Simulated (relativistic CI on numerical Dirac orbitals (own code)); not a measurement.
A reference radial Dirac CI calculation of Mn II gave the lowest total energy -1156.64155 Ha in 11 SCF steps, from this input:

```
atom Mn  Z=25  charge=1  electrons=24
nucleus A=55  rms_radius_fm=3.7057
hamiltonian dirac-coulomb  breit=on  qed=on  c_scale=1
orbitals kli  potential=per-configuration
slater_scale 1
correlation none
mixing on
grid step=0.0125 r_max=74.5
scf mixing=0.4 start=green max_iterations=150 tolerance=2e-08 node_fill=0.05
configurations
  [Ar] 3d5 4s
end
```

One setting was then changed, and the output read:

```
SCF 1: [Ar] 3d5 4s
 iter      energy (Ha)   residual   last orbital (Ha)
    1     -1154.328926   1.07e+00     -0.75015
    2     -1156.875176   3.08e-01     -0.59744
    3     -1157.033848   1.00e-01     -0.55448
    4     -1157.063261   4.04e-02     -0.54211
    5     -1157.064444   1.91e-02     -0.53837
    6     -1157.064106   1.49e-03     -0.53287
    7     -1157.063998   6.45e-04     -0.53220
    8     -1157.064048   9.12e-05     -0.53234
    9     -1157.064044   5.34e-06     -0.53231
   10     -1157.064043   2.12e-06     -0.53231
   11     -1157.064043   1.01e-08     -0.53231
orbital energies (Ha): 2p1/2 -23.8541  2p3/2 -23.4710  3s -3.5921  3p1/2 -2.4711  3p3/2 -2.4255  3d3/2 -0.6733  3d5/2 -0.6689  4s -0.5323
configuration averages (Ha): Dirac-Coulomb, Breit, QED
  3d5 4s                       -1157.064043    0.408999    0.273323
levels: no., configuration, term, J, E (cm-1), weight
   1 3d5 4s                 7S   3                0.0  1.00
   2 3d5 4s                 5S   2            14126.2  1.00
   3 3d5 4s                 5G   6            32489.0  1.00
   4 3d5 4s                 5G   5            32511.0  1.00
   5 3d5 4s                 5G   4            32524.0  1.00
   6 3d5 4s                 5G   3            32530.8  1.00
   7 3d5 4s                 5G   2            32534.0  1.00
   8 3d5 4s                 5P   3            37116.6  0.98
   9 3d5 4s                 5P   2            37139.6  0.98
  10 3d5 4s                 5P   1            37169.6  0.99
  11 3d5 4s                 5D   4            39996.7  1.00
  12 3d5 4s                 5D   0            40020.9  1.00
  13 3d5 4s                 5D   1            40038.6  0.99
  14 3d5 4s                 5D   3            40059.5  0.98
lowest total energy -1156.641411 Ha
end: converged
```

(1) Which setting was changed?
A. grid step
B. charge
C. SCF mixing
D. speed of light

Answers

(1) A. The grid step 0.03.
